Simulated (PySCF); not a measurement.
A side-by-side comparison of computed properties.

First species: C2H13NSi3.
Cartesian coordinates in Å at the GFN2-xTB level; atoms count from 1:
```xyz
19
C2H13NSi3 angstrom
C     -1.0374    0.1767   -1.7140
N     -1.3947    0.3942   -0.3374
C     -1.9887   -0.7727    0.2595
Si    -0.4824    1.4950    0.6364
Si     1.6006    0.6982    1.2984
Si     2.4230   -1.0849    0.0660
H     -1.9198   -0.1331   -2.2814
H     -0.6561    1.1009   -2.1417
H     -0.2704   -0.6033   -1.8252
H     -1.2970   -1.6265    0.2767
H     -2.2879   -0.5483    1.2805
H     -2.8758   -1.0691   -0.3078
H     -1.3938    1.7774    1.7537
H     -0.3995    2.6929   -0.2099
H      1.5734    0.3084    2.7217
H      2.5933    1.7883    1.2811
H      2.7477   -0.6995   -1.3121
H      1.4289   -2.1607   -0.0528
H      3.6268   -1.7249    0.6009
```

Second species: C5H8S2.
Cartesian coordinates in Å at the GFN2-xTB level; atoms count from 1:
```xyz
15
C5H8S2 angstrom
C      2.348    0.287    0.773
C      0.931   -0.064    0.448
C      0.202    0.569   -0.463
C     -1.229    0.356   -0.863
C     -2.045   -0.523    0.069
S     -1.192   -2.120    0.317
S      0.326   -1.391    1.473
H      2.691    1.113    0.156
H      2.429    0.568    1.823
H      2.994   -0.574    0.612
H      0.695    1.349   -1.031
H     -1.245   -0.075   -1.870
H     -1.713    1.337   -0.926
H     -3.017   -0.757   -0.360
H     -2.179   -0.067    1.050
```

Levels: wB97X-D/def2-SVPD for dipole moment, HOMO energy, LUMO energy, HOMO–LUMO gap, static isotropic polarisability and electronic spatial extent ⟨r²⟩ about the centre of nuclear charge; TDDFT wB97X-D/def2-SVPD for lowest singlet excitation; TDA wB97X-D/def2-SVPD for lowest triplet excitation (Tamm–Dancoff); GFN2-xTB for rotational constant A and rotational constant C. Geometries: GFN2-xTB. All species are isolated and taken at one optimised geometry, non-relativistic unless stated. Electronic properties by PySCF.

The conformers computed, where there is a choice (atom-mapped SMILES and torsion angles):
- `[CH3:1][N:2]([CH3:3])[SiH2:4][SiH2:5][SiH3:6]`: C1–N2–Si4–Si5 -74°, N2–Si4–Si5–Si6 18°

Values for the first species:

| Item | Value |
| --- | --- |
| Dipole moment | 0.60 D |
| HOMO energy | -8.04 eV |
| LUMO energy | 1.09 eV |
| HOMO–LUMO gap | 9.13 eV |
| Lowest singlet excitation | 4.95 eV |
| Lowest triplet excitation (Tamm–Dancoff) | 4.64 eV |
| Static isotropic polarisability | 119.5 au |
| Electronic spatial extent ⟨r²⟩ about the centre of nuclear charge | 1466 bohr² |
| Rotational constant A | 2.230 GHz |
| Rotational constant C | 0.887 GHz |

(1) Estimate the same properties for the second species, and the change in each.

## Answers

(1) 
```tsv
property	first	second	second less first
dipole moment	0.60 D	2.55 D	+1.95 D
HOMO energy	-8.04 eV	-7.91 eV	+0.13 eV
LUMO energy	1.09 eV	0.92 eV	-0.17 eV
HOMO–LUMO gap	9.13 eV	8.83 eV	-0.30 eV
lowest singlet excitation	4.95 eV	4.03 eV	-0.92 eV
lowest triplet excitation (Tamm–Dancoff)	4.64 eV	3.42 eV	-1.22 eV
static isotropic polarisability	119.5 au	96.3 au	-23.2 au
electronic spatial extent ⟨r²⟩ about the centre of nuclear charge	1466 bohr²	1057 bohr²	-409 bohr²
rotational constant A	2.230 GHz	2.784 GHz	+0.554 GHz
rotational constant C	0.887 GHz	1.160 GHz	+0.273 GHz
```

On the first: S1 lies 4.18 eV below the HOMO–LUMO gap; its leading configuration is HOMO→LUMO, weight 0.92. The dipole equals about 2.0 × 10⁻³⁰ C·m (1 D = 3.33564 × 10⁻³⁰ C·m).

On the second: A dipole of 2.55 D is allowed in C1, and pure rotational transitions are dipole-allowed. In atomic units the dipole is 1.00 e·bohr (1 au = 2.5417 D).
